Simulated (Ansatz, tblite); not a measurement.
Removing and adding an electron: `c1ccc(-c2ccc(-c3ccc(-c4ccc(-c5ccc(-c6ccccc6)cc5)cc4)cc3)cc2)cc1`. Total charge 0; singlet. Geometry: PBE-D4/def2-SVP. Ansatz, gas phase; energy differences of separate SCF runs; the oxidised species was run as a doublet alone; the reduced species was run as a doublet alone.

```xyz
62

C     4.192   -6.443   -9.570
C     4.190   -7.007   -8.284
C     3.710   -6.271   -7.192
C     3.224   -4.954   -7.358
C     2.717   -4.176   -6.202
C     1.649   -3.260   -6.344
C     1.172   -2.526   -5.255
C     1.738   -2.671   -3.967
C     1.232   -1.893   -2.812
C     0.723   -0.584   -2.974
C     0.248    0.150   -1.885
C     0.253   -0.388   -0.577
C    -0.253    0.389    0.577
C    -0.113    1.795    0.635
C    -0.589    2.528    1.725
C    -1.232    1.894    2.812
C    -1.738    2.671    3.967
C    -1.073    3.835    4.417
C    -1.550    4.568    5.507
C    -2.717    4.175    6.201
C    -3.224    4.954    7.358
C    -2.333    5.590    8.254
C    -2.812    6.325    9.346
C    -4.193    6.443    9.570
C    -5.091    5.816    8.690
C    -4.612    5.081    7.597
C    -3.383    3.012    5.751
C    -2.905    2.278    4.663
C    -1.373    0.488    2.754
C    -0.895   -0.245    1.666
C     0.761   -1.698   -0.415
C     1.239   -2.431   -1.505
C     2.806   -3.586   -3.825
C     3.284   -4.320   -4.915
C     3.234   -4.401   -8.660
C     3.712   -5.137   -9.752
H     4.568   -7.021  -10.428
H     4.555   -8.035   -8.130
H     3.687   -6.735   -6.193
H     1.158   -3.150   -7.323
H     0.314   -1.852   -5.396
H     0.719   -0.125   -3.974
H    -0.156    1.160   -2.053
H     0.398    2.322   -0.185
H    -0.476    3.623    1.727
H    -0.152    4.162    3.911
H    -1.015    5.478    5.819
H    -1.248    5.483    8.104
H    -2.098    6.804   10.034
H    -4.569    7.021   10.428
H    -6.176    5.909    8.850
H    -5.326    4.618    6.899
H    -4.285    2.667    6.279
H    -3.459    1.387    4.330
H    -1.853   -0.042    3.590
H    -1.038   -1.336    1.649
H     0.798   -2.144    0.590
H     1.611   -3.454   -1.342
H     3.298   -3.698   -2.846
H     4.142   -4.995   -4.774
H     2.886   -3.368   -8.811
H     3.718   -4.681  -10.755
```

The xTB rows come from tblite. Single mean-field runs in def2-SVP are fitted with def2-universal-jkfit.

Question: Estimate orbital energies and vertical ionisation energies and electron affinities at: GFN1-xTB; GFN2-xTB; PBE-D4/def2-SVP; PBE0-D4/def2-SVP.

Answer: 
```csv
level,−HOMO (eV),vertical IE (eV),−LUMO (eV),vertical EA (eV),HOMO–LUMO gap (eV),IE − EA (eV),remarks
GFN1-xTB,10.98,12.34,8.35,6.97,2.63,5.37,–
GFN2-xTB,9.96,11.35,7.30,5.91,2.66,5.44,–
PBE-D4/def2-SVP,5.11,6.51,2.38,1.11,2.73,5.40,HOMO above zero (-1 doublet)
PBE0-D4/def2-SVP,5.92,6.91,1.70,0.81,4.23,6.10,HOMO above zero (-1 doublet)
```

   A HOMO above zero means that the electron is unbound at that level or that self-interaction error raises the level; the energy of removing that electron tells which. Raw xTB energy differences between charge states are shifted by several eV; the methods need an empirical correction for them. Sets without diffuse functions give affinities that are too small.
